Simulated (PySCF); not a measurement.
## Worked example: dipole moment from atomic charges

B(CCH)(Cl)2 (C2HBCl2), SMILES C#CB(Cl)Cl. Atoms are numbered in the order given.

```xyz
6

B      0.0000     0.0000     0.0157
C      0.0000     0.0000     1.5307
C      0.0000     0.0000     2.7604
H      0.0000     0.0000     3.8430
Cl     0.0000     1.5186    -0.8726
Cl     0.0000    -1.5186    -0.8726
```
Charge 0, spin multiplicity 1.

Geometry optimised at PBE-D3(BJ)/def2-SVP.

Charges (e) from B3LYP/def2-TZVP in PySCF:

```tsv
atom	Mulliken	ESP fit
B1	0.177	0.172
C2	-0.030	0.037
C3	-0.146	-0.386
H4	0.205	0.324
Cl5	-0.103	-0.074
Cl6	-0.103	-0.074
```

The dipole moment of the full density is 1.71 D.

Question: What dipole moment does each set of point charges give, and which comes closer to that of the density?

Answer: 
μ = Σ q r, and 1 e Å = 4.8032 D.
Mulliken: Σ q r = (0.000, 0.000, 0.521) e Å, |μ| = 2.50 D.
ESP fit: Σ q r = (0.000, 0.000, 0.368) e Å, |μ| = 1.77 D.
ESP fit comes closer in size. Point charges leave out the atoms' own dipoles (lone pairs, polarised bonds); fits to the potential absorb them, partitions of the density don't.
